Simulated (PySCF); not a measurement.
H2Sb, SMILES [SbH2-], charge -1.

Coordinates come from a r2SCAN-D4/def2-TZVPD optimisation. The def2 effective core potentials stand for the cores of Sb; spin–orbit coupling is left out.

Level of theory: PBE/def2-TZVPD run with PySCF.

The molecule is in vacuum. A positive occupied level means that this level leaves the electron formally unbound; only the finite basis holds it.

Computed frontier levels, gap, dipole moment and polarisability:
| Quantity | Result |
|---|---|
| highest occupied level | 1.53 eV |
| lowest empty level | 3.87 eV |
| orbital gap | 2.34 eV |
| dipole moment about the centre of nuclear charge | 0.89 D |
| mean static polarisability | 97.3 bohr³ (14.41 Å³) |
| polarisability, principal values | 81.9, 86.8, 123.0 bohr³ |
